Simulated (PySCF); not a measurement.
Compound: HgCl2 (singlet state).
SMILES: `[Cl][Hg][Cl]`

Method: PBE0-D3(BJ)/def2-SVP geometry optimisation, gas phase, def2 core potentials past Kr in PySCF 2.14.0.

Take the most abundant isotopes and a rigid rotor. 

(1) What are the moment of inertia and the rotational constant?

(2) List the first levels of a rigid rotor in a Σ state.

(3) Has it a pure rotational spectrum?

Answers

(1) I = 364.295 u·Å², B = 505379 MHz·u·Å²/I = 1387 MHz (0.0463 cm⁻¹, or 0.067 K as hB/k).

(2) E(J) = BJ(J+1): J = 1: 0.093, J = 2: 0.278, J = 3: 0.555, J = 4: 0.925, J = 5: 1.388, J = 6: 1.944 cm⁻¹.

(3) Not by electric dipole: D∞h allows no dipole (computed 0.00 D). Rotational Raman lines (ΔJ = 2) lie at B(4J + 6), spaced by 4B = 0.185 cm⁻¹, with nuclear-spin weights that differ between even and odd J.

PBE0-D3(BJ)/def2-SVP frequencies: not computed here. No vibrational averaging or centrifugal distortion is included, and the geometry carries the error of its method.
